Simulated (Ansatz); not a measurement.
`SB1CC1Cl` and `ClC1BC1` differ in one atom or group.

Ansatz, PBE0-D4/def2-TZVP geometries, multiplicity 1. Each molecule was computed in one conformer, which needn't be the lowest.

| property | `SB1CC1Cl` |
| --- | --- |
| ideal-gas entropy at 298 K and 1 bar (rigid rotor, harmonic PBE0-D4/def2-TZVP) / J/(mol·K) | 329 |
| HOMO energy (ωB97M-V/def2-TZVPP) / eV | -9.45 |
| HOMO–LUMO gap (PBE/def2-TZVPP) / eV | 3.63 |
| size of the dipole moment (B3LYP/def2-TZVPP) / D | 1.57 |
| LUMO energy (B3LYP/def2-TZVPP) / eV | -1.57 |
| HOMO–LUMO gap (B3LYP/def2-TZVPP) / eV | 5.47 |

Task: What does the change do to each property? (Estimate.)

Result: Ansatz gave: 
```json
{"property": "ideal-gas entropy at 298 K and 1 bar (rigid rotor, harmonic PBE0-D4/def2-TZVP) / J/(mol·K)", "`ClC1BC1`": "293", "shift": "-36"}
{"property": "HOMO energy (ωB97M-V/def2-TZVPP) / eV", "`ClC1BC1`": "-9.60", "shift": "-0.15"}
{"property": "HOMO–LUMO gap (PBE/def2-TZVPP) / eV", "`ClC1BC1`": "3.13", "shift": "-0.50"}
{"property": "size of the dipole moment (B3LYP/def2-TZVPP) / D", "`ClC1BC1`": "1.88", "shift": "0.31"}
{"property": "LUMO energy (B3LYP/def2-TZVPP) / eV", "`ClC1BC1`": "-2.14", "shift": "-0.57"}
{"property": "HOMO–LUMO gap (B3LYP/def2-TZVPP) / eV", "`ClC1BC1`": "5.00", "shift": "-0.47"}
```

With PBE0 the HOMO falls by 0.10 eV and the LUMO falls by 0.53 eV, so the gap narrows by about 0.43 eV. PBE moves the HOMO by -0.10 eV and ωB97M-V by -0.15 eV. The zero-point energy changes by -7.7 kJ/mol with -3 modes. Dipoles are sizes alone; their direction can turn.

B3LYP here is the variant with VWN-RPA as its local correlation; programs differ in this.
